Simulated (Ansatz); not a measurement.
Basis-set extrapolation for `C=C[SiH2]BC` (PBE0-D4/def2-TZVP geometry, frozen core, Ansatz 0.2.0). Multiplicity 1, RHF reference.

```tsv
	def2-TZVPP	def2-QZVPP
HF	-432.482887	-432.498421
MP2 correlation	-0.723894	-0.770810
CCSD(T) correlation	-0.821220	not run
```

Energies in hartree. Use E(X) = E(∞) + A·exp(−7.88·√X) for Hartree–Fock and E(X) = E(∞) + B·X^(−2.97) for correlation, with X = 3 and 4, and add CCSD(T) minus MP2 of the smaller set to the MP2 limit.

Task: What is the CCSD(T) energy at the basis-set limit?

Result: HF limit: -432.498421 + (-0.015534) × 0.13774 = -432.50056. MP2 limit: -0.770810 + (-0.046916) × 0.74074 = -0.80556. Higher-order term: -0.821220 − (-0.723894) = -0.09733. Total: -433.40345 hartree, 2.70 eV below CCSD(T)/def2-TZVPP.
